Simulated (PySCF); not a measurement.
```xyz
4
charge 0 multiplicity 1, angstrom
Nb    0.0000    0.0000   -0.1987
N     0.0000    0.0000    1.4428
H     1.7170    0.0000   -0.8665
H    -1.7170    0.0000   -0.8665
```

These are results of PBE0 in PySCF with Nb def2-TZVP with ECP28, N def2-TZVP, H def2-TZVP; scalar-relativistic core potentials, no spin–orbit coupling; density-fitted integrals, not measurements.

This geometry of H₂NbN is a stationary point at this level.

Task: What is the point group?

Result: C2v.

Task: Is it a minimum?

Result: No: it has 1 imaginary mode, at 817i cm⁻¹ (b1).

Task: List the harmonic modes with their infrared intensities.

Result: 
| symmetry | ω (cm⁻¹) | IR (km/mol) | type |
| --- | --- | --- | --- |
| b1 | 817i | – | bend |
| b2 | 465 | 40.2 | bend |
| a1 | 640 | 53.6 | bend |
| a1 | 1158 | 139 | stretch |
| b2 | 1612 | 843 | stretch |
| a1 | 1719 | 152 | stretch |

Task: What are the dipole moment and the gap between the highest occupied and lowest empty levels?

Result: 2.43 D and 3.41 eV.

Task: Give the atomic charges and bond orders.

Result: 
```tsv
atom	Mulliken	Löwdin	polar tensor	Mayer order to Nb1
Nb1	0.86	0.57	1.74	–
N2	-0.51	-0.29	-0.70	2.90
H3,4	-0.17	-0.14	-0.52	0.91
```

In C2v the vibrations span b1 + 2b2 + 3a1. Here b1 is antisymmetric to the molecular plane and b2 lies in it.

Other isomers or separated fragments may lie lower. At this level a singlet minimum of Cs symmetry lies 68 kJ/mol below this structure.
